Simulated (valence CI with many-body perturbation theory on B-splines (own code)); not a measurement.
**Level structure of Zr**

Level of theory: relativistic CI+MBPT: four valence electrons over a frozen Dirac-Fock core [Kr], radial functions for each j: 9 s, 9 p, 10 d, 8 f, 5 g, 3 h, 1 i, with the one-electron correlation potential Σ1, the two-electron term Σ2, the three-electron term Σ3, Breit, model QED; selected CI, second order for the rest, scaled by the run's own slope (own B-spline code, finite nucleus).

Set against measurement, 42 paired levels are off by 226 cm⁻¹ on average, the worst by 361. These come from a selection out of the NIST Handbook of Basic Atomic Spectroscopic Data. Levels without a partner in it may be off by more, other configurations by 1,000 to 4,000 cm⁻¹. Among the levels kept, up to 580 cm⁻¹ of a level comes from second order outside the variational space, and about a tenth of that is noise between levels of different J, which matters for small intervals. 1 measured level below the end of the list, from 13142 cm⁻¹ on, found no clear computed partner.

Levels 46 to 68 of 68, with energies above the lowest level, 4d2.5s2 3F_2. "Leading %" is the weight of the configuration and term that name the level; weights of strongly mixed levels are sums over their largest components and can fall short. Lifetimes count E1, E2, E3, M1 and M2 decay at the calculated energies, and are blank where another channel may lead or the interval is too uncertain; long ones can be off by a factor of two.

| No. | Configuration | Term | J | E (cm⁻¹) | Leading % | Lifetime | Second component | g |
| --- | --- | --- | --- | --- | --- | --- | --- | --- |
| 46 | 4d3.5s | 3P | 2 | 17444 | 62 | 45.3 ms | 19 % 4d2.5s2 3P | 1.460 |
| 47 | 4d3.5s | 3P | 0 | 17462 | 73 | 46.6 ms | 15 % 4d2.5s2 3P |  |
| 48 | 4d2.5s.5p | 5F° | 4 | 17481 | 84 | 240 ns |  | 1.343 |
| 49 | 4d2.5s.5p | 3D° | 2 | 17591 | 24 | 382 ns | 18 % 4d.5s2.5p 1D° | 1.110 |
| 50 | 4d3.5s | 1G | 4 | 17773 | 69 | 259 ms | 17 % 4d2.5s2 1G | 1.000 |
| 51 | 4d2.5s.5p | 5F° | 5 | 17916 | 90 | 228 ns |  | 1.398 |
| 52 | 4d2.5s.5p | 3D° | 3 | 17987 | 42 | 306 ns | 17 % 4d.5s2.5p 3D° | 1.320 |
| 53 | 4d3.5s | 1P | 1 | 18314 | 71 | 918 μs | 15 % 4d3.5s 3P | 1.088 |
| 54 | 4d3.5s | 1H | 5 | 18519 | 91 | 1.04 s |  | 1.000 |
| 55 | 4d2.5s.5p | 5D° | 0 | 18652 | 85 | 148 ns |  |  |
| 56 | 4d2.5s.5p | 5D° | 1 | 18780 | 85 | 146 ns |  | 1.484 |
| 57 | 4d3.5s | 1D | 2 | 18938 | 64 |  | 11 % 4d2.5s2 1D | 1.036 |
| 58 | 4d2.5s.5p | 5D° | 2 | 19007 | 83 | 145 ns | 4 % 4d2.5s.5p 3D° | 1.485 |
| 59 | 4d2.5s.5p | 5D° | 3 | 19304 | 85 | 144 ns |  | 1.489 |
| 60 | 4d2.5s.5p | 5D° | 4 | 19511 | 90 | 150 ns |  | 1.497 |
| 61 | 4d2.5s.5p | 1S° | 0 | 19988 | 40 | 923 ns | 21 % 4d3.5p 1S° |  |
| 62 | 4d3.5s | 3F | 4 | 20224 | 80 |  | 7 % 4d4 3F | 1.251 |
| 63 | 4d3.5s | 3F | 3 | 20267 | 80 |  | 7 % 4d4 3F | 1.086 |
| 64 | 4d3.5s | 3F | 2 | 20311 | 80 |  | 7 % 4d4 3F | 0.671 |
| 65 | 4d2.5s.5p | 3P° | 2 | 20334 | 48 | 269 ns | 24 % 4d.5s2.5p 3P° | 1.496 |
| 66 | 4d2.5s.5p | 3P° | 1 | 20390 | 46 | 221 ns | 27 % 4d.5s2.5p 3P° | 1.506 |
| 67 | 4d2.5s.5p | 3P° | 0 | 20751 | 30 | 260 ns | 21 % 4d2.5s.5p 1S° |  |
| 68 | 4d4 | 5D | 0 | 20848 | 87 | 21.2 μs |  |  |

Names give the largest LS component (configuration and term), which can be under half, so a name can repeat, a term be missing and a line seem to break the LS rules; names also repeat where a configuration has a term twice.
